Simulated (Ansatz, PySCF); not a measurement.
CHF, SMILES [CH]F (connectivity only; charge and spin as stated), neutral, multiplicity 1. Atoms are numbered in the order given.

```xyz
3

C     -0.1883    -0.7007     0.0000
F      0.0307     0.5914     0.0000
H      0.8536    -1.1187     0.0000
```

Coordinates come from a B3LYP-D3(BJ)/def2-TZVPD optimisation. The isomer is the one that the SMILES or the coordinates give; other isomers of the formula were not compared.

Vertical ionisation energy (IE) and electron affinity (EA) in eV. Rows of orbital energies are one-electron estimates. Where ΔSCF, EOM or ADC give a negative EA the extra electron is unbound and the value depends on the basis.

| level | IE | EA |
|---|---|---|
| −ε(HOMO), −ε(LUMO), r2SCAN/def2-TZVPD (PySCF) | 6.09 | 3.84 |
| −ε(HOMO), −ε(LUMO), HF/def2-TZVPD (PySCF) | 11.18 | -1.58 |
| −ε(HOMO), −ε(LUMO), PBE/def2-TZVPD (PySCF) | 5.79 | 4.20 |
| EOM-CCSD/aug-cc-pVDZ (PySCF) | 10.50 | -0.01 |
| ADC(2)/aug-cc-pVDZ (PySCF) | ? | ? |
| ΔSCF, CAM-B3LYP/def2-TZVPD (Ansatz), final states of multiplicity 2 and 2 | 10.63 | 0.34 |
| ΔSCF, PBE/def2-TZVPD (Ansatz), final states of multiplicity 2 and 2 | 10.32 | 0.28 |

Task: Fill in the missing entries. (The exact figures need the calculation; the answer reports its results.)

Result: 
- ADC(2)/aug-cc-pVDZ (PySCF), IE: 10.00
- ADC(2)/aug-cc-pVDZ (PySCF), EA: 0.10

Task: What vertical singlet–triplet gap does ΔSCF give with CAM-B3LYP/def2-TZVPD (Ansatz, a program for electronic structure) and with PBE/def2-TZVPD (Ansatz)? (The exact figures need the calculation; the answer reports its results.)

Result: 0.76 and 0.68 eV (triplet above singlet where positive).

Task: Give the lowest 1s main lines (those of the lightest heavy element) from CVS-ADC(2)-x/aug-cc-pVDZ (PySCF, non-relativistic), with pole strengths. (The exact figures need the calculation; the answer reports its results.)

Result: 298.2 eV (1.53).

Task: Beyond the first one, list the lowest photoelectron lines from ADC(2)/aug-cc-pVDZ run with PySCF with their pole strengths (two spins summed). (The exact figures need the calculation; the answer reports its results.)

Result: 15.43 eV (1.75), 16.29 eV (1.75), 17.79 eV (1.78), 22.51 eV (1.75).
